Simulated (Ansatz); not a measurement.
## Ansatz (development build ahead of 0.2.0) run

```yaml
crystal:
  periodic: [false, false, false]
  atoms:
    - { symbol: F, position_ang: [-0.91573, -0.91402, -0.91465] }
    - { symbol: Li, position_ang: [-0.91522, -0.91526, 0.9142] }
    - { symbol: Li, position_ang: [-0.91473, 0.91545, -0.91413] }
    - { symbol: F, position_ang: [-0.9149, 0.91539, 0.91429] }
    - { symbol: Li, position_ang: [0.91538, -0.91734, -0.91672] }
    - { symbol: F, position_ang: [0.91264, -0.91453, 0.9151] }
    - { symbol: F, position_ang: [0.91344, 0.91512, -0.91618] }
    - { symbol: Li, position_ang: [0.91678, 0.91516, 0.91442] }
basis:
  gaussian: { orbitals: STO-3G }
hamiltonian:
  xc: hf
```

The input is written out in the form of the current development build from the run's settings.

The run gave:

```yaml
Converged: yes
Total_energy: -422.12122 hartree
Spin_squared_of_the_determinant: 0.000
```
